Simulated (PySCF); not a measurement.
Which level of theory gave which numbers?

Compound: CH7NOSi2.
SMILES: `[SiH2](N=C)O[SiH3]`

The closed-shell ground state was solved 4 times with PySCF (density fitting, gas phase), always with PBE0, in these basis sets: 6-31G*, STO-3G, cc-pVTZ and pcSseg-0. One conformer (not necessarily the lowest) at the PBE0-D3(BJ)/def2-SVP geometry, without solvent, vibrations or thermal averaging.

```csv
row,total energy (Eh),HOMO (eV),LUMO (eV),dipole (D)
P,-749.7811,-7.07,-1.04,1.71
Q,-741.9063,-3.90,2.82,0.83
R,-750.9858,-7.27,-1.11,1.56
S,-750.8480,-7.11,-0.82,1.51
```

Which basis belongs to which row?

P = pcSseg-0, Q = STO-3G, R = cc-pVTZ, S = 6-31G*. From the lowest total energy up: cc-pVTZ (256 functions) 0 eV; 6-31G* (92 functions) +3.75 eV; pcSseg-0 (67 functions) +32.78 eV; STO-3G (40 functions) +247.07 eV.

Conformer computed: `[CH2:1]=[N:2][SiH2:3][O:4][SiH3:5]`: C1–N2–Si3–O4 127°, N2–Si3–O4–Si5 38°.
